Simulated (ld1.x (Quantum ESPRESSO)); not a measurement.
Results of a calculation; reference values are marked as such.
## Potentials for Sn compared

Generated with ld1.x 7.5 (TM, RRKJ, ultrasoft, PAW), atompaw 4.2 or ONCVPSP 4.0.1. The cutoff is in Ry: for ld1.x and atompaw files where the sum of valence levels is converged to 10 mRy in a Bessel basis, for ONCV files where the hardest occupied wave has 1 mHa per electron of residual kinetic energy. The error is the largest all-electron minus pseudo excitation energy over each file’s own four to seven test configurations (ionisations up to +4, promotions, holes and added fractions of an electron), all of which were solved. The labels leave out finer settings (local radius, basis sizes, second energies), which also bear on the numbers. Spin-polarised tests are not counted. The rows are a selection from randomly drawn settings: files with unsolved tests, undetermined cutoffs or missed reference levels are left out.

A true bound ghost makes a file unfit for plane-wave use even where its test errors are small: the radial tests pick states by their node count and pass the ghost by.

```csv
potential,cutoff (Ry),largest error (meV),bound ghosts
"TM semilocal, PBEsol, scalar-relativistic, rc 1.70/1.80 (sp), local s, core correction yes, reference 5s2 5p1",30,-275,none
"TM, PW91, scalar-relativistic, rc 1.65/2.20/1.25 (spd), local p, core correction no, reference 4d10 5s2 5p2",100,+67,none
"TM, PBEsol, scalar-relativistic, rc 2.00/1.80 (sp), local smoothed, core correction yes, reference 5s1.75 5p2.25",30,-345,"s, d"
```

**Question.** Fill in the row for Sn: ultrasoft, BP86, scalar-relativistic, rc 1.90/3.05/1.10 (spd), local smoothed, core correction yes, reference 4d10 5s2 5p2.

**Answer.** cutoff 100 Ry, largest error -215 meV, bound ghosts: none.

**Question.** Fill in the row for Sn: TM, LDA (PZ), scalar-relativistic, rc 1.95/1.95 (sp), local p, core correction yes, reference 5s2 5p2.

**Answer.** cutoff 25 Ry, largest error -402 meV, bound ghosts: s.

**Question.** Fill in the row for Sn: TM, PBE, fully relativistic, rc 1.70/2.65/2.60 (spd), local d, core correction yes, reference 5s1 5p3.

**Answer.** cutoff 18 Ry, largest error -257 meV, bound ghosts: s, p3/2, p1/2.
